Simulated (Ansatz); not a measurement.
`B[CH2][GeH2][SiH3]` + HCl → `B[CH2][GeH2][Cl]` + SiH₄  (cleavage of the Ge–Si bond)

Isolated molecules relaxed with PBE0-D4/def2-TZVP in Ansatz; ΔE leaves out vibrations. CCSD(T)/CBS is the MP2 limit (def2-TZVPP, def2-QZVPP) plus CCSD(T) − MP2 in def2-TZVPP, frozen cores. This one scheme is used for every species. DFT in def2-TZVPP. B3LYP here is the variant with VWN-RPA as its local correlation; programs differ in this. For Ge outer-core shells are correlated without core-valence functions, which leaves a few kJ/mol of doubt a bond. Scalar relativity is left out up to krypton. One conformer a species, not always the lowest.

`B[CH2][GeH2][SiH3]`:

Z-matrix (Å, degrees):
```
Ge
C 1 2.022
B 1 2.585 2 35.9
Si 1 2.391 2 115.2 3 -25.3
H 1 1.537 2 107.8 3 98.1
H 1 1.539 2 106.1 3 -144.8
H 2 1.089 1 105.4 3 120.7
H 2 1.089 1 104.3 3 -121.0
H 3 1.200 1 108.3 2 -114.7
H 3 1.200 1 104.3 2 118.0
H 4 1.488 1 107.7 2 180.0
H 4 1.484 1 111.7 2 60.4
H 4 1.485 1 110.0 2 -61.6
```

HCl:

```xyz
2

Cl    0.186   -0.612    0.006
H    -0.186    0.612   -0.006
```

`B[CH2][GeH2][Cl]`:

Cartesian coordinates in Å:
```
B 1.347 -0.385 -0.835
C -0.102 0.117 -0.822
Ge -0.685 0.133 1.060
Cl -2.728 0.834 1.043
H 1.587 -1.556 -0.901
H 2.259 0.381 -0.704
H -0.244 1.154 -1.136
H -0.831 -0.537 -1.305
H 0.109 1.128 1.916
H -0.712 -1.268 1.683
```

SiH₄:

Z-matrix (Å, degrees):
```
Si
H 1 1.485
H 1 1.485 2 109.5
H 1 1.485 2 109.5 3 -120.0
H 1 1.485 2 109.5 3 120.0
```

```tsv
level	ΔE (kcal/mol)	difference from CCSD(T)/CBS
PBE-D4	-10.7	2.9
r2SCAN-D4	-13.4	0.2
B3LYP-D4	-14.9	-1.3
ωB97X-V	-15.5	-1.9
ωB97M-V	-14.8	-1.2
PBE	-11.7	1.9
B3LYP	-16.6	-3.0
HF/def2-TZVPP	-23.8	-10.2
SCS-MP2/def2-TZVPP	-16.7	-3.1
CCSD/def2-TZVPP	-15.0	-1.4
HF/def2-QZVPP	-24.0	-10.4
MP2/def2-QZVPP	-14.9	-1.3
SCS-MP2/def2-QZVPP	-16.7	-3.1
HF/CBS(def2)	-24.0	-10.4
MP2/CBS(def2)	-14.7	-1.1
CCSD/CBS(def2)	-14.7	-1.1
CCSD(T)/CBS	-13.6	0
```

Largest T1 diagnostic among the species: 0.012.

The D4 term adds +1.7 kcal/mol with B3LYP and +0.9 kcal/mol with PBE0; it sums over pairs of atoms, weighted by their polarisabilities, and B3LYP, whose exchange is more repulsive, gets the larger term. In def2-TZVPP, CCSD(T) changes the Hartree–Fock value by +9.9 kcal/mol (the triples alone add +1.1 kcal/mol) and MP2 by +8.9 kcal/mol.
